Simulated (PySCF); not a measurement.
C6H14OSi2.
Geometry (GFN2-xTB, Å), atoms numbered from 1 in this order:
```xyz
23
C6H14OSi2 angstrom
C     -0.096   -1.345    2.036
C     -0.375   -0.898    0.821
C     -1.267   -1.628   -0.147
C     -1.848   -0.608   -1.129
C     -0.721    0.317   -1.587
Si     0.262    0.707    0.015
Si    -0.104    2.716    1.066
O      1.891    0.750   -0.160
C      2.754   -0.266   -0.585
H     -0.494   -2.274    2.420
H      0.551   -0.798    2.703
H     -2.055   -2.183    0.366
H     -0.659   -2.350   -0.701
H     -2.326   -1.110   -1.973
H     -2.608   -0.015   -0.616
H     -0.096   -0.200   -2.319
H     -1.130    1.193   -2.089
H      0.563    2.828    2.366
H      0.317    3.881    0.283
H     -1.536    2.898    1.326
H      3.766    0.141   -0.603
H      2.715   -1.112    0.104
H      2.490   -0.615   -1.586
```

Definitions: NICS(0) = −σiso at the ring centroid; NICS(1) = −σiso and NICS(1)zz = −σzz at ±1 Å along the ring normal z. Level: GIAO PBE0/pcSseg-1 (PySCF, non-relativistic, gas phase) on the GFN2-xTB geometry, one conformer.

Ring bond lengths (Å), with Mayer bond orders in brackets: C2–C3 1.506 (1.02), C3–C4 1.530 (1.02), C4–C5 1.529 (1.03), C5–Si6 1.920 (0.84), Si6–C2 1.905 (0.75).

Task: Give the NICS values of each ring in ppm.

Result: 
```
           ring                                              type  NICS(0)  NICS(1), two faces  NICS(1)zz, two faces  rms pucker (Å)  centre to ring atoms, mean (Å)
C2–C3–C4–C5–Si6  5-membered ring with Si; formal bonds all single     -2.3         -4.1 / -2.4            -2.8 / 0.0            0.19                            1.40
```

Task: What can be read from them?

Result: 
- C2–C3–C4–C5–Si6: mean NICS(1)zz -1.4 ppm, near zero. C3, C4, C5, Si6 have four or more neighbours, so the value isn't read as a sign of a π ring current.

Task: At the second NICS(1) probe listed for ring C2–C3–C4–C5–Si6, 1 Å off the ring, what do the in-plane components average?

Result: The isotropic value is a third of the trace: (3 × -2.4 − (0.0))/2 = -3.6 ppm.

Task: Give the inner angles of the rings and the Hirshfeld charges of the ring atoms.

Result: 
- C2–C3–C4–C5–Si6: C2 109.5° (-0.089 e), C3 108.4° (-0.074 e), C4 108.4° (-0.070 e), C5 104.5° (-0.168 e), Si6 90.6° (+0.351 e); sum 521.4° against 540° for a flat convex ring.
